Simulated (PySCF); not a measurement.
Substituent chemical shifts

Parent skeleton `[BH:1]1[CH2:2][CH2:3][CH2:4][CH2:5]1`; one hydrogen on atom 1 is replaced by X. Hydrogens on one atom are averaged.

Computed data (PySCF 2.14.0 with density-fitted response routines): PBE0/pcSseg-1 with gauge-including orbitals, coordinates at the PBE0-D3(BJ)/def2-SVP level. One averaged value for each set of equivalent atoms, no relativistic terms, in vacuum, one conformer.

δ = σ(ref) − σ, references computed at the same level: BF3·OEt2 for 11B; 13C and 1H vs TMS.

Parent (X = H): B1 92.4, C2/C5 34.9, C3/C4 29.2, H(C2)/H(C5) 1.30, H(C3)/H(C4) 1.65 ppm. Effects are Δδ = δ(X) − δ(H), positive for deshielding.

(1) Give Δδ (ppm) for X = OCHF2, NHCOCH3, CH2OCH3, NMe2.

(2) Which position responds most, and to which substituents?

## Answers

(1) 
| X | SMILES | B1 | C2/C5 | C3/C4 | H(C2)/H(C5) | H(C3)/H(C4) |
| --- | --- | --- | --- | --- | --- | --- |
| OCHF2 | FC(F)OB1CCCC1 | -29.3 | -14.1 | -0.7 | -0.37 | -0.02 |
| NHCOCH3 | CC(=O)NB1CCCC1 | -32.9 | -11.0 | +0.4 | -0.15 | -0.09 |
| CH2OCH3 | COCB1CCCC1 | -0.1 | -5.3 | +0.5 | -0.10 | -0.06 |
| NMe2 | CN(C)B1CCCC1 | -41.0 | -14.7 | +1.4 | -0.54 | -0.14 |

(2) B1: from -41.0 ppm with NMe2 to -0.1 ppm with CH2OCH3.
